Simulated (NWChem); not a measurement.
# HSO₃ cation; SMILES O=S(=O)=[OH+]

Results from NWChem. Medium grid unless said otherwise, to which SCAN and Minnesota functionals are sensitive. Geometry: optimised at B3LYP/6-31G* (spherical d). Hybrids' shares of exact exchange are those that their runs print; pure functionals count as 0. The functionals differ in more than this share.

```csv
row,share of exact exchange,orbital gap (eV)
PBE/def2-TZVP,0.00,4.94
TPSS/def2-TZVP,0.00,5.21
TPSSh/def2-TZVP,0.10,6.35
B3LYP/def2-TZVP,0.20,withheld
M06/def2-TZVP,0.27,7.96
MN15/def2-TZVP,0.44,9.30
M06-2X/def2-TZVP,0.54,10.60
M05-2X/def2-TZVP,0.56,10.72
```

Problem. Fit a straight line of the last column on the one before it, predict the withheld value, and compare with the run.

Solution. 
1. Means of the 7 shown rows: x = 0.273, y = 7.869. Slope Σ(x − x̄)(y − ȳ)/Σ(x − x̄)² = 3.574/0.3605 = 9.914; intercept 5.163.
2. The shown rows scatter about the line by 0.152 (root mean square); the largest residual is -0.23, at MN15/def2-TZVP.
3. At x = 0.20 (B3LYP/def2-TZVP; inside the shown range) the line gives 7.15.
4. The run gives 7.22, +0.07 from the line, 0.5 times the scatter.
